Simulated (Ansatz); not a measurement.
A nudged elastic band was laid between two geometries of BH4N2Si (8 atoms, charge 1, multiplicity 1).

All numbers below come from Ansatz, UKS PBE0/6-31G.

| Item | Value |
| --- | --- |
| movable images | 7 |
| climbing image | yes |
| spring | 5.0 eV/Å² |
| optimiser | quadratic models (default) |
| start path | through a guess of the saddle point |
| force threshold | 0.05 eV/Å |
| iteration limit | 42 |
| end points | relaxed |

Image 0:

```xyz
8
Properties=species:S:1:pos:R:3
B -1.446 1.523 -0.148
N -0.474 0.587 0.007
Si 0.915 -0.109 0.662
N 1.486 -1.612 0.119
H -1.552 2.553 0.456
H -2.273 1.255 -0.990
H 2.318 -2.044 0.503
H 1.027 -2.152 -0.608
```

Image 8:

```xyz
8
Properties=species:S:1:pos:R:3
B -1.237 1.396 -0.064
N -0.194 0.581 0.230
Si 1.035 -0.557 0.459
N 0.961 -1.922 -0.505
H -1.376 2.443 0.525
H -2.058 1.124 -0.906
H 2.133 -0.419 1.435
H 0.735 -2.646 -1.174
```

Task: Which bonds break or form, and what moves?

Result: Bonds broken: N4–H7. Bonds formed: Si3–H7.

Task: Give the energies along the band, and the barrier.

Result: The run converged. The highest image is number 4 of 0 to 8, 368.1 kJ/mol above the first end and 138.5 kJ/mol above the last; the last end lies 229.6 kJ/mol above the first. Neighbouring images differ by up to 2.6 eV, so the band resolves the path poorly. A vibrational analysis at the climbing image gives one clearly imaginary mode, 1459i cm⁻¹: a first-order saddle point. Limits of this set-up: no polarisation functions, the dipole of an ion depends on the origin.

```
image  path coordinate (Å)  energy (kJ/mol)  N4–H7 (Å)  Si3–H7 (Å)
    0                 0.00              0.0       1.01        2.40
    1                 0.63              7.2       1.01        2.36
    2                 1.26             29.6       1.01        2.30
    3                 1.88            112.8       1.06        1.99
    4                 2.51            368.1       1.69        1.62
    5                 3.12            276.8       2.30        1.49
    6                 3.74            241.0       2.61        1.48
    7                 4.35            232.2       2.69        1.48
    8                 4.96            229.6       2.72        1.48
```

Task: What is the geometry of the highest image?

Result: 
```xyz
8
Properties=species:S:1:pos:R:3
B -1.407 1.586 -0.073
N -0.528 0.546 -0.152
Si 0.877 -0.357 0.011
N 1.106 -2.045 -0.252
H -1.169 2.642 0.453
H -2.503 1.432 -0.561
H 1.684 -1.223 1.110
H 1.938 -2.580 -0.536
```

The band took 24 iterations and roughly 16 core-minutes.

Run time: 16 min on 1 thread of Arm Neoverse N1 (shared host), peak memory 0.18 GiB.
